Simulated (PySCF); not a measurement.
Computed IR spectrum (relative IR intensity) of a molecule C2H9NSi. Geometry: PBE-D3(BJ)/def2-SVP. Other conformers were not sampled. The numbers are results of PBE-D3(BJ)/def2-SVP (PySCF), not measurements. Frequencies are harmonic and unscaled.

Lines under 2 % of the strongest are left out, and lines within 2 cm⁻¹ are merged.

ν (cm⁻¹): 657 (vw), 663 (w), 693 (w), 870 (m), 937 (w), 943 (vs), 1004 (w), 1217 (m), 1268 (w), 1398 (vw), 1413 (w), 1431 (w), 2089 (s), 2159 (m), 2170 (m), 2879 (m), 2886 (m), 2949 (m), 3042 (w) (against the strongest line: vs over 80 %, s over 45 %, m over 15 %, w over 4 %, vw less)

Problem. Which molecule gave these data?
A) CC[SiH2]N
B) C[C@@H](N)[SiH3]
C) CN[SiH2]C
D) CN(C)[SiH3]

Solution. D, CN(C)[SiH3]
